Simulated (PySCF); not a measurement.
OS₂.

```xyz
3

S     -0.1648    -1.2788     0.0000
S      0.4425     0.5004     0.0000
O     -0.5553     1.5567     0.0000
```
Charge 0, spin multiplicity 1.

Coordinates come from a PBE0-D3(BJ)/def2-TZVP optimisation.

Computed with B3LYP/pcSseg-2 (PySCF). Non-relativistic, no solvent.

Computed absolute GIAO shielding of each atom: isotropic value and principal components (ppm):
```tsv
atom	σ(iso)	σ11	σ22	σ33	span
S1	-744.7	-2070.1	-407.6	243.7	2313.8
S2	-662.0	-1555.6	-363.7	-66.8	1488.8
O3	-565.2	-1288.7	-695.7	288.7	1577.5
```
